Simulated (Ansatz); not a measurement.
Diphenyliodonium dicyanamide, `N#C[N-]C#N.c1ccc([I+]c2ccccc2)cc1`. Charge 0, multiplicity 3. Geometry PBE-D4/def2-SVP, that of the neutral singlet; atoms count from 1.

```xyz
28

N    -1.770    1.561    0.189
C    -1.711    0.405   -0.099
N    -1.713   -0.858   -0.420
C    -0.682   -1.647   -0.505
N     0.226   -2.416   -0.596
C     0.148    0.977   -4.108
C    -0.094    2.010   -3.189
C     0.385    1.917   -1.872
C     1.103    0.764   -1.541
I     2.014    0.670    0.410
C     0.691   -0.110    1.921
C    -0.132    0.797    2.597
C    -0.893    0.291    3.662
C    -0.820   -1.068    4.006
C     0.005   -1.946    3.285
C     0.781   -1.475    2.213
C     1.351   -0.300   -2.415
C     0.861   -0.171   -3.725
H    -0.241    1.059   -5.134
H    -0.681    2.893   -3.481
H     0.143    2.688   -1.128
H    -0.232    1.843    2.278
H    -1.566    0.971    4.207
H    -1.430   -1.453    4.838
H     0.036   -3.017    3.534
H     1.365   -2.164    1.587
H     1.836   -1.226   -2.078
H     1.021   -0.994   -4.437
```

In the def2 sets I takes a core potential; there is no spin–orbit coupling. Single mean-field runs in def2-TZVP are fitted with def2-universal-jkfit. In the triplet geometry the species has come apart into loosely held pieces. At PBE0-D4/def2-TZVP a singlet of charge 0 lies 2.63 eV below the triplet at the same geometry.

**Question.** Estimate the Mulliken populations from the PBE0/def2-TZVP orbitals of Ansatz.

**Answer.** 
| atom | charge (e) | spin (α − β) |
| --- | --- | --- |
| N1 | -0.09 | 0.44 |
| C2 | 0.16 | -0.18 |
| N3 | -0.18 | 0.43 |
| C4 | 0.16 | -0.17 |
| N5 | -0.10 | 0.43 |
| C6 | -0.15 | 0.03 |
| C7 | -0.09 | 0.00 |
| C8 | -0.19 | 0.01 |
| C9 | -0.04 | 0.32 |
| I10 | 0.20 | 0.26 |
| C11 | -0.04 | 0.32 |
| C12 | -0.19 | 0.01 |
| C13 | -0.09 | 0.00 |
| C14 | -0.15 | 0.03 |
| C15 | -0.10 | 0.00 |
| C16 | -0.19 | 0.00 |
| C17 | -0.19 | 0.00 |
| C18 | -0.10 | 0.00 |
| H19 | 0.12 | 0.00 |
| H20 | 0.12 | 0.01 |
| H21 | 0.15 | 0.02 |
| H22 | 0.15 | 0.02 |
| H23 | 0.12 | 0.01 |
| H24 | 0.12 | 0.00 |
| H25 | 0.12 | 0.01 |
| H26 | 0.16 | 0.01 |
| H27 | 0.16 | 0.01 |
| H28 | 0.12 | 0.01 |
Mulliken values depend strongly on the basis.

**Question.** Where does the spin sit?

**Answer.** Summed by element: N 1.30, C 0.36, I 0.26, H 0.09, of 2 unpaired in all. Largest on single atoms: N1 0.44, N5 0.43, N3 0.43.

**Question.** And the Mayer bond orders between heavy atoms (over 0.3)?

**Answer.** N1–C2 2.59 (1.19 Å); C2–N3 1.38 (1.30 Å); N3–C4 1.38 (1.30 Å); C4–N5 2.57 (1.19 Å); C6–C7 1.41 (1.40 Å); C6–C18 1.41 (1.40 Å); C7–C8 1.43 (1.40 Å); C8–C9 1.34 (1.40 Å); C9–I10 0.83 (2.15 Å); C9–C17 1.34 (1.40 Å); I10–C11 0.83 (2.15 Å); C11–C12 1.33 (1.40 Å); C11–C16 1.34 (1.40 Å); C12–C13 1.43 (1.40 Å); C13–C14 1.41 (1.40 Å); C14–C15 1.41 (1.40 Å); C15–C16 1.43 (1.40 Å); C17–C18 1.43 (1.40 Å).
